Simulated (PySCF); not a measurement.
## Bond length, frequency and bond energy of RhS by level of theory

State: ⁴Σ⁻ (quartet), unpaired electrons σ ↑, π ↑↑. Set-up: PySCF, scalar-relativistic core potentials, basis sets Rh def2-TZVPP with ECP28, S def2-TZVPP. De refers to Rh (4d8 5s1) + S in their high-spin ground configurations, without counterpoise correction. The functionals are run spin-unrestricted. A positive dipole means Rh(−)S(+). Levels whose curve was spin-contaminated or gave no clean fit are not listed.

```json
{"Level": "ROHF-CCSD", "Re (Å)": "2.036", "ωe (cm⁻¹)": "570", "De (eV)": "2.83", "μ (D)": "n/a"}
{"Level": "PBE", "Re (Å)": "2.058", "ωe (cm⁻¹)": "496", "De (eV)": "4.38", "μ (D)": "-2.82"}
{"Level": "BLYP", "Re (Å)": "2.084", "ωe (cm⁻¹)": "472", "De (eV)": "4.05", "μ (D)": "-2.77"}
{"Level": "r²SCAN", "Re (Å)": "2.042", "ωe (cm⁻¹)": "512", "De (eV)": "3.86", "μ (D)": "-3.12"}
{"Level": "PBE0", "Re (Å)": "2.044", "ωe (cm⁻¹)": "511", "De (eV)": "3.55", "μ (D)": "-3.46"}
{"Level": "M06", "Re (Å)": "2.072", "ωe (cm⁻¹)": "484", "De (eV)": "4.26", "μ (D)": "-3.26"}
{"Level": "BHandHLYP", "Re (Å)": "2.059", "ωe (cm⁻¹)": "498", "De (eV)": "2.51", "μ (D)": "-4.08"}
{"Level": "LC-ωPBE", "Re (Å)": "2.027", "ωe (cm⁻¹)": "536", "De (eV)": "3.26", "μ (D)": "-4.02"}
{"Level": "B2PLYP", "Re (Å)": "2.053", "ωe (cm⁻¹)": "513", "De (eV)": "3.75", "μ (D)": "-4.14"}
```

The bond length runs from 2.027 Å (LC-ωPBE) to 2.084 Å (BLYP). De spans 2.51 eV (BHandHLYP, global hybrid GGA) to 4.38 eV (PBE, GGA).

Correlated steps freeze 5 core orbitals. The metal atom is held in its measured ground configuration; semilocal functionals can put another filling of s and d lower by some tenths of an eV, and De to that atom would be smaller. Spin–orbit coupling is left out, which matters for elements this heavy, above all for dissociation energies. B2PLYP dipoles, levels and charges come from its SCF part alone. The CCSD T1 diagnostic is raised, a sign that a single reference may not be enough here. With d or f electrons several states lie close, and the lowest PBE0 determinant need not be the measured ground state.

The whole job (state search and all levels along the bond) took about 21 min on 2 threads of Intel Xeon Platinum 8488C (shared host), peak memory 4.5 GiB.
